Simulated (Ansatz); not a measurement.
Cost and result for the atomization energy of C3H8ClNSi, SMILES `C=CCN[SiH2]Cl` (14 atoms, 13 bonds).

```csv
atom,x (Å),y (Å),z (Å)
C1,-1.7083,-0.2583,-1.5275
C2,-0.4072,-0.1168,-1.7287
C3,0.6392,-0.0741,-0.6600
N4,0.1409,-0.3445,0.6681
Si5,0.6374,0.4823,2.0641
Cl6,2.5643,0.0422,2.6898
H7,-2.1184,-0.3379,-0.5269
H8,-2.4048,-0.2855,-2.3566
H9,-0.0251,-0.0272,-2.7434
H10,1.4502,-0.7635,-0.9366
H11,1.1007,0.9221,-0.6615
H12,-0.2544,-1.2676,0.7668
H13,-0.2608,0.0951,3.1730
H14,0.6463,1.9337,1.7794
```

Total charge 0; spin multiplicity 1. The structure was optimised at the PBE0-D4/def2-TZVP level. It is one conformer, not always the lowest. Program: Ansatz. All runs use 2 threads of an AMD EPYC 7R13 on a shared host and a share of an NVIDIA H100 80 GB. Times are those of one run each, without the atoms' runs, and a repeat can differ threefold. Electronic energies, without spin–orbit coupling; frozen cores. CCSD(T)/CBS adds CCSD(T) − MP2 in def2-TZVPP to the MP2 limit, and its time is that of the two runs behind it. T1 = 0.010. B3LYP takes the VWN-RPA correlation (the form of Gaussian; ORCA's B3LYP/G).

CCSD(T)/CBS is a level of theory with its own doubt, some kJ/mol a heavy atom from the limit and from the frozen cores, so smaller differences don't rank the functionals.

```json
{"level": "B3LYP-D4/def2-TZVPP (with forces)", "functions": "320", "wall time": "16 s", "atomization (kJ/mol)": "5310.4", "difference from CCSD(T)/CBS": "6.2", "per bond": "0.5"}
{"level": "PBE0-D4/def2-TZVPP", "functions": "320", "wall time": "17 s", "atomization (kJ/mol)": "5325.8", "difference from CCSD(T)/CBS": "21.6", "per bond": "1.7"}
{"level": "ωB97X-V/def2-TZVPP", "functions": "320", "wall time": "18 s", "atomization (kJ/mol)": "5323.5", "difference from CCSD(T)/CBS": "19.3", "per bond": "1.5"}
{"level": "ωB97M-V/def2-TZVPP (with forces)", "functions": "320", "wall time": "19 s", "atomization (kJ/mol)": "5327.3", "difference from CCSD(T)/CBS": "23.1", "per bond": "1.8"}
{"level": "B2PLYP/def2-TZVPP", "functions": "320", "wall time": "19 s", "atomization (kJ/mol)": "5248.0", "difference from CCSD(T)/CBS": "-56.2", "per bond": "-4.3"}
{"level": "CCSD(T)/def2-TZVPP", "functions": "320", "wall time": "20 s", "atomization (kJ/mol)": "5162.4", "difference from CCSD(T)/CBS": "-141.8", "per bond": "-10.9"}
{"level": "MP2/def2-QZVPP", "functions": "608", "wall time": "20 s", "atomization (kJ/mol)": "5318.9", "difference from CCSD(T)/CBS": "14.7", "per bond": "1.1"}
{"level": "r2SCAN-D4/def2-TZVPP (with forces)", "functions": "320", "wall time": "21 s", "atomization (kJ/mol)": "5307.9", "difference from CCSD(T)/CBS": "3.7", "per bond": "0.3"}
{"level": "PBE-D4/def2-TZVPP (with forces)", "functions": "320", "wall time": "23 s", "atomization (kJ/mol)": "5402.6", "difference from CCSD(T)/CBS": "98.4", "per bond": "7.6"}
{"level": "CCSD(T)/CBS(def2)", "functions": "–", "wall time": "40 s", "atomization (kJ/mol)": "5304.2", "difference from CCSD(T)/CBS": "0.0", "per bond": "0.0"}
```

The D4 term adds +52.3 kJ/mol with B3LYP and +27.9 kJ/mol with PBE0; it sums over pairs of atoms, weighted by their polarisabilities, and B3LYP, whose exchange is more repulsive, gets the larger term. In def2-TZVPP, CCSD(T) changes the Hartree–Fock value by +1263.1 kJ/mol (the triples alone add +76.3 kJ/mol) and MP2 by +1335.4 kJ/mol; breaking electron pairs costs correlation energy, which Hartree–Fock lacks. From PBE to PBE0 (25 % exact exchange), in def2-TZVPP and without D4, the atomization energy moves by −71.9 kJ/mol: exact exchange takes away binding that semilocal exchange gives to molecules.
